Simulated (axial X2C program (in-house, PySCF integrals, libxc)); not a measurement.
KN⁺ at several levels of theory

Computed with an in-house all-electron X2C program for linear molecules (integrals from PySCF). Spin-free means the one-electron spin-free X2C Hamiltonian; two-component (2c) means X2C with spin–orbit coupling and atomic mean-field two-electron Coulomb and Gaunt terms, so the difference of the two also holds small scalar two-electron terms. Basis: K dyall-cv3z [11s12p6d3f], N dyall-av3z [7s7p3d2f] (cores contracted in-house); Gaussian nuclei, density fitting, unrestricted open shells. Masses: K 38.964 u, N 14.003 u.

Input file and command:
```json
{
 "zs": [
  19,
  7
 ],
 "q": 1,
 "bas": [
  "dyall-cv3z",
  "dyall-av3z"
 ],
 "levels": [
  "PBE0",
  "HF",
  "PW91"
 ],
 "cc": true,
 "r0": 2.53,
 "thr": -2.0,
 "nmax": 90,
 "npts": 10,
 "nst": 2,
 "ntry": 6
}
```
```bash
python so2c.py task.json out
```

Keys: zs atomic numbers; q charge; bas basis sets; levels methods; cc coupled cluster on or off; r0 starting distance in Å; thr threshold in hartree for freezing inner shells (an s shell follows its p shell); nmax most natural virtual spinors; npts points on the curve; nst determinants followed; ntry starts of the search. HF also brings MP2.

State, spin-free: M_S = 3/2, Λ = 0 (beyond evenly filled blocks: σα, π+α, π-α); electrons by block: σα: 8, σβ: 7, π+α: 3, π+β: 2, π-α: 3, π-β: 2. Fragments: K+ + N.

State, 2c: Ω = 3/2 (⟨Sz⟩ = 1.50, ⟨Lz⟩ = 0.00 at PBE0); electrons by block: 1/2: 10, -1/2: 10, 3/2: 3, -3/2: 2. Fragments: K+ + N.

| Hamiltonian | level | Re (Å) | ωe (cm⁻¹) | αe (cm⁻¹) | De (eV) | D0 (eV) | μ (D) |
| --- | --- | --- | --- | --- | --- | --- | --- |
| 2c | PBE0 | 3.121 | 90.8 | 0.00735 | 0.074 | 0.069 | -3.36 |
| 2c | HF | 3.260 | 75.2 | 0.00826 | 0.051 | 0.047 | -3.64 |
| 2c | MP2 | 3.096 | 95.8 | 0.00758 | 0.076 | 0.070 | n/a |
| 2c | CCSD | 3.123 | 92.6 | 0.00744 | 0.077 | 0.072 | n/a |
| 2c | CCSD(T) | 3.109 | 94.5 | 0.0074 | 0.069 | 0.063 | n/a |
| 2c | PW91 | 3.111 | 94.7 | 0.00655 | 0.092 | 0.087 | -3.30 |

Spin-free values that have a 2c row agree with it to the digits that matter (0.001 Å, 0.01 eV) and are not repeated.

Correlated methods: 13 electrons correlated (number of frozen shells: K 2 s, 1 p; N 1 s), 239 virtual spin orbitals or spinors in MP2, 89 natural virtuals in coupled cluster.

Dipoles are positive if N is the positive end and refer to the centre of mass.

One determinant describes the state; a PBE0 search over occupations chose it and may have missed a lower one. De is counted from the lowest determinant-based energies of the atoms at the same level, without counterpoise correction. Density functionals use the spin component along the axis (collinear). CCSD and (T) use frozen natural virtuals with an MP2 correction for the truncation; (T) itself is uncorrected, so its De runs slightly low. With several unpaired electrons one determinant need not be a pure state. This is the top spin component of a Σ state; components of lower Ω are not single determinants and can lie lower.

Rough cost a point (2c) on 1 thread(s) of a shared host, integrals apart: PBE0 0.3 s, HF 0.15 s, CCSD(T) 7 s, PW91 0.27 s.

The whole task took 2.3 min on 1 thread of INTEL(R) XEON(R) PLATINUM 8581C CPU @ 2.10GHz (Emerald Rapids), on a shared host.
